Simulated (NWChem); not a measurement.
# C$_{4}$H$_{3}$FSi; SMILES C#C[SiH](F)C#C

```xyz
9

Si    -0.4667     0.3936     0.0000
F     -1.8137    -0.4916     0.0000
C      0.4955    -0.0039     1.4903
C      1.1446    -0.2401     2.4888
C      0.4955    -0.0039    -1.4903
C      1.1446    -0.2401    -2.4888
H     -0.8509     1.8205     0.0000
H      1.7136    -0.4547     3.3669
H      1.7136    -0.4547    -3.3669
```
Atoms are numbered in this order, from 1.

Computed with NWChem. Coordinates come from a B3LYP/6-31G* (spherical d) optimisation. B3LYP is NWChem's, with the RPA form of VWN correlation. Level: B3LYP/def2-SVP with SMD (1 M gas to 1 M solution), gas-phase geometry. Reactions with the solvent are ignored.

```csv
solvent,dielectric constant,solvation free energy (kcal/mol),cavity-dispersion-structure term (kcal/mol),dipole in solution (D)
water,78.4,1.6,7.7,2.51
dichloromethane,8.93,-3.1,2.2,2.44
acetone,20.5,-2.5,3.3,2.48
"N,N-dimethylformamide",37.2,___,___,2.50
tetrahydrofuran,7.43,-1.7,3.5,2.42
```

Question: Some entries are withheld; supply them.

Answer: 
- N,N-dimethylformamide, solvation free energy (kcal/mol): -1.3
- N,N-dimethylformamide, cavity-dispersion-structure term (kcal/mol): 4.7
